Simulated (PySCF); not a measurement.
C₂H₁₁NSi₂.
SMILES with atom numbers: `[NH2:1][SiH2:2][CH2:3][CH2:4][SiH3:5]` (hydrogens: H6, H7 on N1; H8, H9 on Si2; H10, H11 on C3; H12, H13 on C4; H14, H15, H16 on Si5)

The same species was optimised twice, with GFN2-xTB and with PBE0-D3(BJ)/def2-SVP (PySCF), and the same property calculations (PySCF, gas phase) were run on both structures.

| coordinate | GFN2-xTB | PBE0-D3(BJ)/def2-SVP | change |
| --- | --- | --- | --- |
| Si5–H16 (Å) | 1.463 | 1.496 | +0.033 |
| Si2–H9 (Å) | 1.464 | 1.495 | +0.031 |
| Si5–H15 (Å) | 1.465 | 1.497 | +0.032 |
| Si2–H8 (Å) | 1.476 | 1.507 | +0.031 |
| Si5–H14 (Å) | 1.467 | 1.496 | +0.029 |
| Si2–C3 (Å) | 1.899 | 1.887 | -0.012 |
| C3–H10 (Å) | 1.091 | 1.104 | +0.013 |
| C4–H12 (Å) | 1.093 | 1.105 | +0.012 |
| C3–H11 (Å) | 1.094 | 1.106 | +0.012 |
| N1–Si2 (Å) | 1.725 | 1.735 | +0.010 |
| C4–Si5 (Å) | 1.898 | 1.889 | -0.009 |
| C4–H13 (Å) | 1.095 | 1.105 | +0.010 |
| N1–H7 (Å) | 1.006 | 1.014 | +0.008 |
| N1–H6 (Å) | 1.007 | 1.015 | +0.008 |
| C3–C4 (Å) | 1.528 | 1.532 | +0.004 |
| N1–Si2–C3 (°) | 105.3 | 108.3 | +3.0 |
| H8–Si2–H9 (°) | 109.6 | 107.1 | -2.5 |
| Si2–C3–H11 (°) | 108.7 | 106.2 | -2.5 |
| Si5–C4–H12 (°) | 109.3 | 107.2 | -2.1 |
| Si2–C3–H10 (°) | 109.3 | 107.5 | -1.8 |
| C4–C3–H10 (°) | 109.2 | 111.1 | +1.9 |
| C4–Si5–H14 (°) | 108.2 | 110.0 | +1.8 |
| C3–Si2–H8 (°) | 109.0 | 107.3 | -1.7 |
| N1–Si2–C3–C4 (°) | -167 | -168 | -1 |
| Si2–C3–C4–Si5 (°) | -69 | -65 | +4 |

Rotational constants: A = 7423, B = 1243, C = 1146 MHz (GFN2-xTB) against A = 7432, B = 1233, C = 1134 MHz (PBE0-D3(BJ)/def2-SVP). Point groups within 0.08 Å: C1 and C1.

On the GFN2-xTB structure: lowest singlet, TDDFT (eV) 6.37 [CAM-B3LYP/def2-SVPD]; lowest triplet, Tamm–Dancoff (eV) 6.02 [CAM-B3LYP/def2-SVPD]; isotropic polarisability (au) 85.8 [CAM-B3LYP/def2-SVPD]; HOMO (eV) -8.75 [CAM-B3LYP/def2-SVPD]; LUMO (eV) 1.06 [CAM-B3LYP/def2-SVPD]; dipole (D) 1.53 [CAM-B3LYP/def2-SVPD]; HOMO (eV) -7.23 [PBE0/pcSseg-1]; LUMO (eV) 0.55 [PBE0/pcSseg-1]; dipole (D) 1.64 [PBE0/pcSseg-1]; GIAO shielding of N1 (ppm) 260.3 [PBE0/pcSseg-1]; GIAO shielding of Si2 (ppm) 378.4 [PBE0/pcSseg-1]; GIAO shielding of C3 (ppm) 174.9 [PBE0/pcSseg-1]; GIAO shielding of C4 (ppm) 182.1 [PBE0/pcSseg-1]; GIAO shielding of Si5 (ppm) 421.0 [PBE0/pcSseg-1].

**Question.** What do these properties become on the PBE0-D3(BJ)/def2-SVP structure?

**Answer.** 
```json
{"property": "lowest singlet, TDDFT (eV)", "level": "CAM-B3LYP/def2-SVPD", "on GFN2-xTB": "6.37", "on PBE0-D3(BJ)/def2-SVP": "6.36", "change": "-0.01"}
{"property": "lowest triplet, Tamm–Dancoff (eV)", "level": "CAM-B3LYP/def2-SVPD", "on GFN2-xTB": "6.02", "on PBE0-D3(BJ)/def2-SVP": "6.01", "change": "-0.01"}
{"property": "isotropic polarisability (au)", "level": "CAM-B3LYP/def2-SVPD", "on GFN2-xTB": "85.8", "on PBE0-D3(BJ)/def2-SVP": "87.8", "change": "+2.0"}
{"property": "HOMO (eV)", "level": "CAM-B3LYP/def2-SVPD", "on GFN2-xTB": "-8.75", "on PBE0-D3(BJ)/def2-SVP": "-8.76", "change": "-0.01"}
{"property": "LUMO (eV)", "level": "CAM-B3LYP/def2-SVPD", "on GFN2-xTB": "1.06", "on PBE0-D3(BJ)/def2-SVP": "1.02", "change": "-0.04"}
{"property": "dipole (D)", "level": "CAM-B3LYP/def2-SVPD", "on GFN2-xTB": "1.53", "on PBE0-D3(BJ)/def2-SVP": "1.68", "change": "+0.15"}
{"property": "energy, GFN2-xTB geometry as zero (kcal/mol)", "level": "CAM-B3LYP/def2-SVPD", "on GFN2-xTB": "0.0", "on PBE0-D3(BJ)/def2-SVP": "-1.8", "change": "-1.8"}
{"property": "HOMO (eV)", "level": "PBE0/pcSseg-1", "on GFN2-xTB": "-7.23", "on PBE0-D3(BJ)/def2-SVP": "-7.28", "change": "-0.05"}
{"property": "LUMO (eV)", "level": "PBE0/pcSseg-1", "on GFN2-xTB": "0.55", "on PBE0-D3(BJ)/def2-SVP": "0.60", "change": "+0.05"}
{"property": "dipole (D)", "level": "PBE0/pcSseg-1", "on GFN2-xTB": "1.64", "on PBE0-D3(BJ)/def2-SVP": "1.81", "change": "+0.17"}
{"property": "energy, GFN2-xTB geometry as zero (kcal/mol)", "level": "PBE0/pcSseg-1", "on GFN2-xTB": "0.0", "on PBE0-D3(BJ)/def2-SVP": "-1.9", "change": "-1.9"}
{"property": "GIAO shielding of N1 (ppm)", "level": "PBE0/pcSseg-1", "on GFN2-xTB": "260.3", "on PBE0-D3(BJ)/def2-SVP": "257.8", "change": "-2.5"}
{"property": "GIAO shielding of Si2 (ppm)", "level": "PBE0/pcSseg-1", "on GFN2-xTB": "378.4", "on PBE0-D3(BJ)/def2-SVP": "377.5", "change": "-0.9"}
{"property": "GIAO shielding of C3 (ppm)", "level": "PBE0/pcSseg-1", "on GFN2-xTB": "174.9", "on PBE0-D3(BJ)/def2-SVP": "173.8", "change": "-1.1"}
{"property": "GIAO shielding of C4 (ppm)", "level": "PBE0/pcSseg-1", "on GFN2-xTB": "182.1", "on PBE0-D3(BJ)/def2-SVP": "181.9", "change": "-0.2"}
{"property": "GIAO shielding of Si5 (ppm)", "level": "PBE0/pcSseg-1", "on GFN2-xTB": "421.0", "on PBE0-D3(BJ)/def2-SVP": "417.1", "change": "-3.9"}
```

The heavy atoms differ by 0.031 Å rms after alignment. Among all bonds Si5–H15 and Si5–H16 change most and about equally (+0.032 to +0.033 Å). Changes are differences of the printed values. Neither structure is proved a minimum here.

The values belong to the conformer `[NH2:1][SiH2:2][CH2:3][CH2:4][SiH3:5]`: N1–Si2–C3–C4 -168°, Si2–C3–C4–Si5 -65°, H–N1–Si2–C3 61°, H–N1–Si2–C3 -159°.
